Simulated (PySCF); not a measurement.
A search over the determinants of TlBr

Unrestricted PBE0; basis Tl cc-pVTZ-PP with ECP60, Br cc-pVTZ-PP with ECP10; scalar-relativistic core potentials; PySCF 2.14. Outer shells of the fragments: Tl 5d10 6s2 6p1; Br 3d10 4s2 4p5.

Followed along the bond (rough minima from three points):

| 2Ms+1 | unpaired | ⟨S²⟩ at the start | R at minimum (Å) | Te (eV) |
| --- | --- | --- | --- | --- |
| 1 | none | 0.00 | 2.65 | 0.00 |
| 3 | σ ↑, π ↑ | 2.01 | 2.73 | 3.81 |

Solutions found at the starting distance of 2.545 Å, counted from the lowest of them; the search is not exhaustive and high or unbound solutions are not listed, so other states can lie among these:

| 2Ms+1 | unpaired | term | E (eV) | ⟨S²⟩ | ⟨Lz²⟩ | μ (D) |
| --- | --- | --- | --- | --- | --- | --- |
| 1 | none | ¹Σ⁺ | 0.00 | 0.00 | 0.00 | -3.75 |
| 3 | σ ↑, π ↑ | ³Π | 3.81 | 2.01 | 1.00 | -0.88 |
| 1 | σ ↑, π ↓ | mixed | 4.06 | 1.01 | 1.00 | -0.52 |
| 3 | π ↑↑ | mixed | 4.87 | 2.01 | 2.01 | 2.55 |
| 3 | π ↑↑ | mixed | 5.01 | 2.01 | 2.01 | 2.63 |
| 3 | σ ↑↑ | ³Σ⁺ | 5.40 | 2.00 | 0.00 | 0.72 |
| 3 | σ ↑, π ↑ | ³Π | 6.43 | 2.00 | 1.01 | 3.23 |

A term symbol is given only where ⟨S²⟩ and ⟨Lz²⟩ are close to those of a pure state; real π, δ and φ orbitals otherwise mix terms. A positive dipole means Tl(−)Br(+).

The measured ground state is X ¹Σ+ (Huber and Herzberg, Constants of Diatomic Molecules (1979)).

Spin–orbit coupling is left out, which matters for elements this heavy, above all for dissociation energies. Counting both spins, an empty level lies below a filled one in some of these solutions, because spin and occupation are held.
